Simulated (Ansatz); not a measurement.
`C=C[SiH2][NH][GeH3]` + HCl → `Cl[SiH2][NH][GeH3]` + ethylene at 400 K and 1 bar (ligand exchange at the Si–C bond).

Calculated with Ansatz (gas phase, PBE0-D4/def2-TZVP geometries, no zero-point term in ΔE). CCSD(T)/CBS is the MP2 limit (def2-TZVPP, def2-QZVPP) plus CCSD(T) − MP2 in def2-TZVPP, frozen cores. This one scheme is used for every species. For Ge outer-core shells are correlated without core-valence functions, which leaves a few kJ/mol of doubt a bond. Scalar relativity is left out up to krypton. Each species was taken in one conformer, which may not be the lowest.

| species | CCSD(T)/CBS energy (Eh) | H − E (kJ/mol) | S (J/(mol·K)) |
| --- | --- | --- | --- |
| `C=C[SiH2][NH][GeH3]` | -2501.42154 | 301.8 | 443.3 |
| HCl | -460.38127 | 29.6 | 195.4 |
| `Cl[SiH2][NH][GeH3]` | -2883.36260 | 188.3 | 403.0 |
| `C=C` | -78.48111 | 149.4 | 232.7 |

H − E and S are ideal-gas, rigid-rotor, harmonic terms from PBE0-D4/def2-TZVP, for one conformer and one mirror image of each species. 1 Eh = 2625.50 kJ/mol, R = 8.31446 J/(mol·K).

**Question.** By hand: ΔE, ΔH, ΔS and ΔG.

**Answer.** ΔE = (-2883.36260) + (-78.48111) − (-2501.42154) − (-460.38127) = -0.04090 Eh = -107.4 kJ/mol. Δ(H − E) = 188.3 + 149.4 − 301.8 − 29.6 = 6.3, so ΔH = -101.1 kJ/mol. ΔS = 403.0 + 232.7 − 443.3 − 195.4 = -3.0 J/(mol·K). ΔG = -101.1 − 400 × (-3.0)/1000 = -99.9 kJ/mol.

**Question.** By hand: the equilibrium constant, and the temperature at which ΔG would vanish if ΔH and ΔS stayed fixed.

**Answer.** log₁₀ K = −ΔG/(RT ln 10) = 13.0. ΔG = 0 at ΔH/ΔS = 33700 K, far beyond where these terms or the molecules hold.

The number of gas molecules stays the same, so ΔS is small and ΔH decides. A doubt of 5 kJ/mol in ΔE shifts log₁₀ K by 0.7 here. Other conformers and mirror images would add mixing entropy, several J/(mol·K) or more a flexible species. Modes under 60 cm⁻¹, often nearly free rotors, make the harmonic entropy too high. These are equilibria of isolated gas molecules and say nothing of rates. Largest T1 diagnostic: 0.011 (customary marks: 0.02 for closed shells, 0.045 for open ones).
